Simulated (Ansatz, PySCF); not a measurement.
Noncovalent pair: CH4 (SMILES C) (first 5 atoms) with C3H4 (SMILES C=C=C); geometry from B3LYP-D3(BJ)/def2-TZVP, rigid monomers moved along the line of their centres of mass till H5···C7 is 2.68 Å.
(charge 0, multiplicity 1):
```csv
atom,x (Å),y (Å),z (Å)
C,-0.2044,-0.0443,-0.2907
H,0.3723,-0.0991,-1.2131
H,-0.7580,0.8937,-0.2666
H,-0.9021,-0.8802,-0.2516
H,0.4678,-0.0913,0.5644
C,1.4081,-0.0514,3.3595
C,0.1181,0.0258,3.2162
C,-1.1708,0.1030,3.0669
H,1.9066,-1.0081,3.4657
H,2.0267,0.8386,3.3781
H,-1.6222,0.0860,2.0818
H,-1.8328,0.1867,3.9210
```

Monomers are frozen at their geometry in the pair; levels with a basis set take the counterpoise correction.

Correlated levels freeze the cores.

The values were computed with Ansatz (Gaussian basis) for Hartree–Fock, density functionals and correlated methods; PySCF for the dispersion terms. Values without a source in brackets are computed.

PBE/def2-TZVPPD gives 0.33 kcal/mol for the interaction energy.

**Question.** Predict the shift from PBE, with its sign, for: PBE-D3(BJ)/def2-TZVPPD, r2SCAN/def2-TZVPPD, B3LYP/def2-TZVPPD, wB97M-V/def2-TZVPPD, MP2/aug-cc-pVDZ, CCSD(T)/aug-cc-pVDZ.

**Answer.** PBE-D3(BJ)/def2-TZVPPD -1.20; r2SCAN/def2-TZVPPD -0.49; B3LYP/def2-TZVPPD 0.85; wB97M-V/def2-TZVPPD -0.91; MP2/aug-cc-pVDZ -0.73; CCSD(T)/aug-cc-pVDZ -0.60 kcal/mol. 1 of 6 lie above PBE; the widest gap is to PBE-D3(BJ)/def2-TZVPPD.

Ansatz is a program for electronic structure.
